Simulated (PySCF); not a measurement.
Electron correlation in S²⁺ (sulfur, charge +2)

[Ne] 3s2 3p2, high-spin 3P determinant. Calculation: PySCF 2.14, in x2c-TZVPall (5s5p2d1f, 37 functions); scalar relativity by spin-free X2C-1e. Frozen: [Ne]; 4 electrons correlated.

MP2 pair energies summed by pair of shells (mhartree):

```
 pair  energy  share (%)
3s-3p  -40.97       62.8
3s-3s  -17.39       26.6
3p-3p   -6.92       10.6
```

Total MP2 correlation energy: -65.29 mhartree.

Same-spin part -10.81 and opposite-spin part -54.47 mhartree; SCS-MP2 scales them by 1/3 and 6/5 to -68.97 mhartree.

```csv
level,correlation energy (mhartree)
CCSD,-87.66
(T),-2.08
CCSD(T),-89.74
```

Diagnostics: T1 = 0.0084, D1 = 0.0219, largest double amplitude 0.104.

Cost of the coupled-cluster step: 0.6 s of wall time on 1 thread of Neoverse-N1 (shared host), for 4 correlated electrons.
